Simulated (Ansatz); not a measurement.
Reaction (atomization): `[OH][Ga]([Br])[Br]` → 2 Br• + Ga• + H• + O•

Program: Ansatz. Geometries: PBE0-D4/def2-TZVP. ΔE: electronic, gas phase. CCSD(T)/CBS is the MP2 limit (def2-TZVPP, def2-QZVPP) plus CCSD(T) − MP2 in def2-TZVPP, frozen cores. This one scheme is used for every species, atoms too. Functionals use def2-TZVPP. B3LYP here is the variant with VWN-RPA as its local correlation; programs differ in this. HSE06 is defined as in plane-wave codes. No spin–orbit coupling; open shells (•) take unrestricted orbitals. Spin–orbit coupling would lower the free atoms: a little for O; clearly for Br, Ga. Bonds to Br, Ga are less sure, by a few kJ/mol each and by 10 to 20 or more in all where they break to atoms, as the def2 sets lack core-valence functions. Scalar relativity is left out up to krypton. Each species was taken in one conformer, which may not be the lowest.

```csv
level,ΔE (eV),difference from CCSD(T)/CBS
PBE-D4,15.58,-0.02
ωB97X-V,15.35,-0.25
PBE-QIDH,15.40,-0.20
PBE,15.43,-0.17
revPBE,14.65,-0.95
B3LYP,14.65,-0.95
r2SCANh,15.35,-0.25
r2SCAN0,15.09,-0.51
HSE06,15.11,-0.49
BHLYP,14.19,-1.41
CCSD/def2-SVP,14.05,-1.55
CCSD(T)/def2-SVP,14.29,-1.31
MP2/def2-TZVPP,15.88,0.28
CCSD(T)/def2-TZVPP,15.12,-0.48
HF/CBS(def2),10.58,-5.02
MP2/CBS(def2),16.36,0.76
CCSD(T)/CBS,15.60,0
```

Largest T1 diagnostic among the species: 0.013.

The D4 term adds +0.25 eV with B3LYP and +0.13 eV with PBE0; it sums over pairs of atoms, weighted by their polarisabilities, and B3LYP, whose exchange is more repulsive, gets the larger term. In def2-TZVPP, CCSD(T) changes the Hartree–Fock value by +4.53 eV (the triples alone add +0.37 eV) and MP2 by +5.29 eV; breaking electron pairs costs correlation energy, which Hartree–Fock lacks. From r2SCAN to r2SCAN0 (25 % exact exchange), in def2-TZVPP and without D4, ΔE moves by −0.44 eV: exact exchange takes away binding that semilocal exchange gives to molecules.

For atomizations the MP2-based limit and the directly extrapolated one differ by several kJ/mol either way, and by 10 to 25 for some Ge, Se and Sn compounds, so smaller differences from it don't rank the levels.
